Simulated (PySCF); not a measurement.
C3H11GaO, singlet, GFN2-xTB optimised geometry. Atoms within 1.6 Å of the plane z = 1.0 Å (x, y, z in Å): Ga1 (-1.79, 0.01, 0.00), H3 (-1.90, 1.57, 0.00), C4 (-2.25, -1.07, 1.64), H5 (-1.83, -2.08, 1.59), H6 (-3.33, -1.18, 1.78), H7 (-1.86, -0.60, 2.55), C8 (1.14, 0.99, 0.62), O9 (0.34, 0.01, 0.00), C10 (1.06, -1.13, -0.42), H11 (1.90, 1.37, -0.07), H12 (0.47, 1.80, 0.92), H13 (1.64, 0.58, 1.51), H14 (1.54, -1.63, 0.43).

Method: PBE0/def2-TZVP run with PySCF. Cells within 0.4 Å of a nucleus heavier than hydrogen are left out (blank, or x).

Map of the deformation density (molecule minus spherical neutral atoms) (e/bohr³) on the plane z = 1.0 Å:

```
|111111111111111111111111111|
|111111111111111111111111111|
|111111111111111111111111111|
|111111111111111111111111111|
|111111111111111111111111111|
|111111111111110111111111111|
|111111111111100111111111111|
|111111111111114841001111111|
|111111111111115971001111111|
|111111121111113662111111111|
|11111111111110113x731111111|
|111111111111100017842111111|
|111111111111111012321111111|
|111112222111111101111111111|
|111123442111111100111111111|
|111224553211111111111111111|
|111223543211111111111111111|
|111111232111111111111111111|
|111111222111111111111111111|
|111111221111111111011111111|
|111111111111111111111111111|
|111111111111111111111111111|
|111111111111111111111111111|
|111111111111111111111111111|
|111111111111111111111111111|
|111111111111111111111111111|
|111111111111111111111111111|
```
Scale: ten equal steps from -0.020 (start of '0') to 0.092 (end of '9'), in the order '0123456789'; x runs from -4.00 to 4.00, y from -4.00 (bottom) to 4.00 (top).
